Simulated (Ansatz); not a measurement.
Reaction (formal exchange of groups at the In–C bond): `[CH3][In]([NH2])[CH2]F` + `C=O` → `[CH3][In]([NH2])[CH]=O` + `CF`

Gas-phase electronic energies from Ansatz, PBE0-D4/def2-TZVP geometries. CCSD(T)/CBS is the MP2 limit (def2-TZVPP, def2-QZVPP) plus CCSD(T) − MP2 in def2-TZVPP, frozen cores. This one scheme is used for every species. Elements past krypton have def2 core potentials. For In outer-core shells are correlated without core-valence functions, which leaves a few kJ/mol of doubt a bond. One conformer a species, not always the lowest.

```
                 species  CCSD(T)/CBS(def2) energy (Eh)
`[CH3][In]([NH2])[CH2]F`                     -424.61358
                   `C=O`                     -114.39408
`[CH3][In]([NH2])[CH]=O`                     -399.37725
                    `CF`                     -139.63461
```

Question: Work out ΔE.

Answer: ΔE = (-399.37725) + (-139.63461) − (-424.61358) − (-114.39408) = -0.00420 Eh = -2.6 kcal/mol.

Largest T1 diagnostic among the species: 0.016.

From PBE to PBE0 (25 % exact exchange), in def2-TZVPP and without D4, ΔE moves by +0.8 kcal/mol. In def2-TZVPP, CCSD(T) changes the Hartree–Fock value by +0.8 kcal/mol (the triples alone add −0.2 kcal/mol) and MP2 by +1.3 kcal/mol.
